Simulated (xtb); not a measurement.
hydrogen telluride (H2Te), singlet, at a GFN2-xTB geometry; GFN2-xTB (xtb).

The xtb input:
```
$ xtb mol.xyz --gfn 2 --opt --json

# file mol.xyz
3

Te    -0.00025927     0.04373338     0.00203842
H     -1.13139252    -1.14269398    -0.07705391
H      1.14487465    -1.13144164    -0.02894369
```

It wrote (shortened):

```
   ID    Z sym.   atoms
    1   52 Te     1
    2    1 H      2, 3

           -------------------------------------------------
          |                Calculation Setup                |
           -------------------------------------------------

           -------------------------------------------------
          |                 G F N 2 - x T B                 |
           -------------------------------------------------

          ...................................................
          :                      SETUP                      :
          :.................................................:
          :  # basis functions                  12          :
          :  # atomic orbitals                  11          :
          :  # shells                            5          :
          :  # electrons                         8          :
          :  max. iterations                   250          :
          :  Hamiltonian                  GFN2-xTB          :
          :  restarted?                      false          :
          :  GBSA solvation                  false          :
          :  PC potential                    false          :
          :  electronic temp.          300.0000000     K    :
          :  accuracy                    1.0000000          :
          :  -> integral cutoff          0.2500000E+02      :
          :  -> integral neglect         0.1000000E-07      :
          :  -> SCF convergence          0.1000000E-05 Eh   :
          :  -> wf. convergence          0.1000000E-03 e    :
          :  Broyden damping             0.4000000          :
          :  net charge                          0          :
          :  unpaired electrons                  0          :
          ...................................................

 iter      E             dE          RMSdq      gap      omega  full diag
   1     -4.0912594 -0.409126E+01  0.165E+01    4.17       0.0  T
   2     -4.1004813 -0.922190E-02  0.714E+00    4.45       1.0  T
   3     -4.0993268  0.115452E-02  0.456E+00    4.37       1.0  T
   4     -4.1021220 -0.279526E-02  0.186E-01    4.49       1.0  T
   5     -4.1021259 -0.386127E-05  0.469E-02    4.49       1.2  T
   6     -4.1021260 -0.118219E-06  0.777E-03    4.49       7.4  T
   7     -4.1021260 -0.741599E-08  0.570E-04    4.49     101.3  T
   8     -4.1021260 -0.290397E-09  0.772E-05    4.49     747.6  T

   *** convergence criteria satisfied after 8 iterations ***

         :::::::::::::::::::::::::::::::::::::::::::::::::::::
         ::                     SUMMARY                     ::
         :::::::::::::::::::::::::::::::::::::::::::::::::::::
         :: total energy              -4.091885519923 Eh    ::
         :: gradient norm              0.000001470389 Eh/a0 ::
         :: HOMO-LUMO gap              4.491339561708 eV    ::
         ::.................................................::
         :: SCC energy                -4.102126018532 Eh    ::
         :: -> isotropic ES            0.000012167666 Eh    ::
         :: -> anisotropic ES          0.000335814064 Eh    ::
         :: -> anisotropic XC         -0.001232693665 Eh    ::
         :: -> dispersion             -0.000671517273 Eh    ::
         :: repulsion energy           0.010240498610 Eh    ::
         :: add. restraining           0.000000000000 Eh    ::
         :: total charge               0.000000000000 e     ::
         :::::::::::::::::::::::::::::::::::::::::::::::::::::

      -----------------------------------------------------------
     |                   =====================                   |
     |                        A N C O P T                        |
     |                   =====================                   |
     |               Approximate Normal Coordinate               |
     |                Rational Function Optimizer                |
      -----------------------------------------------------------
[...]
 * total energy  :    -4.0918855 Eh     change       -0.2673417E-12 Eh
   *** GEOMETRY OPTIMIZATION CONVERGED AFTER 1 ITERATIONS ***
         :: total energy              -4.091885519923 Eh    ::
[...]
         :: gradient norm              0.000001402602 Eh/a0 ::
         :: HOMO-LUMO gap              4.491340025967 eV    ::
         ::.................................................::
         :: SCC energy                -4.102126018533 Eh    ::
         :: -> isotropic ES            0.000012171476 Eh    ::
         :: -> anisotropic ES          0.000335815412 Eh    ::
         :: -> anisotropic XC         -0.001232691761 Eh    ::
         :: -> dispersion             -0.000671516311 Eh    ::
         :: repulsion energy           0.010240498610 Eh    ::
         :: add. restraining           0.000000000000 Eh    ::
         :: total charge               0.000000000000 e     ::
         :::::::::::::::::::::::::::::::::::::::::::::::::::::

           -------------------------------------------------
          |                Property Printout                |
           -------------------------------------------------

    * Orbital Energies and Occupations

         #    Occupation            Energy/Eh            Energy/eV
      -------------------------------------------------------------
         1        2.0000           -0.8020377             -21.8246
         2        2.0000           -0.4511529             -12.2765
         3        2.0000           -0.4375898             -11.9074
         4        2.0000           -0.3477304              -9.4622 (HOMO)
         5                         -0.1826766              -4.9709 (LUMO)
         6                         -0.1056279              -2.8743
         7                          0.0141616               0.3854
         8                          0.0182437               0.4964
         9                          0.0282977               0.7700
        10                          0.3611442               9.8272
        11                          0.7772416              21.1498
      -------------------------------------------------------------
                  HL-Gap            0.1650537 Eh            4.4913 eV
             Fermi-level           -0.2652035 Eh           -7.2166 eV

     #   Z          covCN         q      C6AA      α(0)
     1  52 Te       1.904    -0.004   421.774    37.958
     2   1 H        0.952     0.002     3.019     2.716
     3   1 H        0.952     0.002     3.019     2.716

 Mol. C6AA /au·bohr⁶  :        575.191473
 Mol. C8AA /au·bohr⁸  :      47910.419180
 Mol. α(0) /au        :         43.390264

Wiberg/Mayer (AO) data.
largest (>0.10) Wiberg bond orders for each atom

 ---------------------------------------------------------------------------
     #   Z sym  total        # sym  WBO       # sym  WBO       # sym  WBO
 ---------------------------------------------------------------------------
     1  52 Te   1.979 --     3 H    0.990     2 H    0.990
     2   1 H    1.000 --     1 Te   0.990
     3   1 H    1.000 --     1 Te   0.990
 ---------------------------------------------------------------------------

Topologies differ in total number of bonds
Writing topology from bond orders to xtbtopo.mol

molecular dipole:
                 x           y           z       tot (Debye)
 q only:        0.000      -0.009      -0.000
   full:       -0.001       0.146       0.007       0.372
molecular quadrupole (traceless):
                xx          xy          yy          xz          yz          zz
 q only:        0.009      -0.000       0.009       0.001       0.001      -0.018
  q+dip:        0.108      -0.002       0.390       0.013       0.042      -0.498
   full:        1.744       0.001       0.919       0.092       0.168      -2.663

optimized geometry written to: xtbopt.xyz

           -------------------------------------------------
          | TOTAL ENERGY               -4.091885519923 Eh   |
          | GRADIENT NORM               0.000001402602 Eh/α |
          | HOMO-LUMO GAP               4.491340025967 eV   |
           -------------------------------------------------
```
